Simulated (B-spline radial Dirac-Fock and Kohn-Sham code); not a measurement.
**Photoionisation of rhodium ions at Mo Kα (17479.3 eV)**

These are calculated numbers from an atomic code on a B-spline grid; the model is Dirac-Hartree-Slater photoionisation with all multipoles and Dirac-Fock thresholds. Cross sections in kb; a dash marks an empty subshell or a threshold above the photon energy.

```
 ion  configuration  total  2p1/2  3p1/2      4s   4p3/2     4d5/2
Rh³⁺       [Kr] 4d6  3.752  0.601  0.102  0.0508  0.0281   0.00109
Rh⁵⁺       [Kr] 4d4  3.757  0.601  0.102  0.0527  0.0297  0.000864
Rh⁷⁺       [Kr] 4d2  3.763  0.601  0.102  0.0551  0.0318  0.000503
```
